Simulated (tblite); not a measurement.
Parent: `[O:1]=[CH:2]/[C:3]([SiH3:4])=[CH:5]\[C:6]([F:7])([F:8])[F:9]` with O1–C2–C3–Si4 0°, C4H5F3OSi.

Computed geometry: GFN2-xTB, gas phase. One conformer each, not checked by frequencies here.

```csv
coordinate of the parent,value
O1=C2,1.205 Å
C2–C3,1.468 Å
C3–Si4,1.908 Å
C3=C5,1.331 Å
C5–C6,1.502 Å
C6–F7,1.346 Å
C6–F8,1.339 Å
C6–F9,1.346 Å
O1–C2–C3,119.8°
C2–C3–Si4,110.1°
C2–C3–C5,124.1°
Si4–C3–C5,125.8°
C3–C5–C6,124.7°
C5–C6–F7,112.9°
C5–C6–F8,111.7°
C5–C6–F9,112.9°
F7–C6–F8,106.4°
F7–C6–F9,106.1°
F8–C6–F9,106.4°
```

Problem. How does the shared frame change in `[O:1]=[CH:2][C@H:3]([SiH3:4])[CH2:5][C:6]([F:7])([F:8])[F:9]` with O1–C2–C3–Si4 94°, C2–C3–C5–C6 -85°, C4H7F3OSi? Atoms pair as O1 = O1, C2 = C2, C3 = C3, Si4 = Si4, C5 = C5, C6 = C6, F7 = F7, F8 = F9, F9 = F8 (parent first).

Solution. 
| parent | relative | value in the relative | change |
| --- | --- | --- | --- |
| O1=C2 | O1=C2 | 1.202 Å | -0.003 |
| C2–C3 | C2–C3 | 1.485 Å | +0.017 |
| C3–Si4 | C3–Si4 | 1.935 Å | +0.027 |
| C3=C5 | C3–C5 | 1.526 Å | +0.195 |
| C5–C6 | C5–C6 | 1.516 Å | +0.014 |
| C6–F7 | C6–F7 | 1.342 Å | -0.004 |
| C6–F8 | C6–F9 | 1.348 Å | +0.009 |
| C6–F9 | C6–F8 | 1.338 Å | -0.008 |
| O1–C2–C3 | O1–C2–C3 | 125.0° | +5.2 |
| C2–C3–Si4 | C2–C3–Si4 | 105.8° | -4.3 |
| C2–C3–C5 | C2–C3–C5 | 111.5° | -12.6 |
| Si4–C3–C5 | Si4–C3–C5 | 110.8° | -15.0 |
| C3–C5–C6 | C3–C5–C6 | 110.7° | -14.0 |
| C5–C6–F7 | C5–C6–F7 | 112.0° | -0.9 |
| C5–C6–F8 | C5–C6–F9 | 111.8° | +0.1 |
| C5–C6–F9 | C5–C6–F8 | 113.5° | +0.6 |
| F7–C6–F8 | F7–C6–F9 | 106.1° | -0.3 |
| F7–C6–F9 | F7–C6–F8 | 106.8° | +0.7 |
| F8–C6–F9 | F9–C6–F8 | 106.1° | -0.3 |

Of the parent's bonds, C3–C5 changes most (+0.195 Å). Point group Cs → C1.
